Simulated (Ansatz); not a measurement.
Start from `[NH2][Ge]([F])([F])[Cl]` and change one atom or group to get `[NH2][Ge]([F])([F])[F]`.

Ansatz, PBE0-D4/def2-TZVP geometries, multiplicity 1. Each molecule was computed in one conformer, which needn't be the lowest.

Scalar relativity is left out up to krypton.

| property | `[NH2][Ge]([F])([F])[Cl]` |
| --- | --- |
| size of the dipole moment (PBE/def2-TZVPP) / D | 2.87 |
| HOMO–LUMO gap (PBE0/def2-TZVPP) / eV | 8.09 |
| size of the dipole moment (ωB97M-V/def2-TZVPP) / D | 2.93 |
| HOMO energy (PBE/def2-TZVPP) / eV | -7.31 |
| HOMO energy (PBE0/def2-TZVPP) / eV | -8.89 |
| zero-point energy (PBE0-D4/def2-TZVP) / kJ/mol | 84.4 |

Problem. What does the change do to each property? (Estimate.)

Solution. The calculation gave: 
```
                                          property  `[NH2][Ge]([F])([F])[F]`  shift
    size of the dipole moment (PBE/def2-TZVPP) / D                      3.23   0.36
              HOMO–LUMO gap (PBE0/def2-TZVPP) / eV                      8.35   0.26
size of the dipole moment (ωB97M-V/def2-TZVPP) / D                      3.31   0.38
                 HOMO energy (PBE/def2-TZVPP) / eV                     -7.45  -0.14
                HOMO energy (PBE0/def2-TZVPP) / eV                     -9.06  -0.17
    zero-point energy (PBE0-D4/def2-TZVP) / kJ/mol                      87.0    2.6
```

With PBE0 the HOMO falls by 0.17 eV and the LUMO rises by 0.09 eV, so the gap widens by about 0.26 eV. PBE moves the HOMO by -0.14 eV and ωB97M-V by -0.18 eV. Dipoles are sizes alone; their direction can turn.
